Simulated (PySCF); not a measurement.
Mg(Me)(OH), CH₄MgO, SMILES [CH3][Mg][OH], singlet at its B3LYP/def2-SVP optimised geometry (Å):

```
7

Mg     0.1139     0.0191     0.0000
C      2.2015     0.0191     0.0000
H      2.6098    -0.8876    -0.4793
H      2.6102     0.0579     1.0246
H      2.6090     0.8876    -0.5461
O     -1.6564     0.0157    -0.0052
H     -2.6102     0.0343     0.0054
```

Level of theory: B3LYP/def2-TZVP (PySCF 2.14.0).

Map of the Laplacian of the electron density (e/bohr⁵) on the plane z = 1.2 Å:

```
|99999999999999999999999999999|
|99999999999999999999999999999|
|99999999999999999999999999999|
|99999999999999999999999999999|
|99999999999999999999999999999|
|99999999999999999999999999999|
|99999999999999999999999999999|
|99999999999999999999999999999|
|99999999999999999999999999999|
|99999999999999999999999999999|
|99999999999999999999999999999|
|99999999999999999999999999999|
|99999999999999999999999999999|
|99999999999999999999999999999|
|99999999999999999999908999999|
|99999999999999999999999999999|
|99999999999999999999999999999|
|99999999999999999999999999999|
|99999999999999999999999999999|
|99999999999999999999999999999|
|99999999999999999999999999999|
|99999999999999999999999999999|
|99999999999999999999999999999|
|99999999999999999999999999999|
|99999999999999999999999999999|
|99999999999999999999999999999|
|99999999999999999999999999999|
|99999999999999999999999999999|
|99999999999999999999999999999|
```
Scale: ten equal steps from -0.966 (start of '0') to 0.093 (end of '9'), in the order '0123456789'; x runs from -5.00 to 5.00, y from -5.00 (bottom) to 5.00 (top).
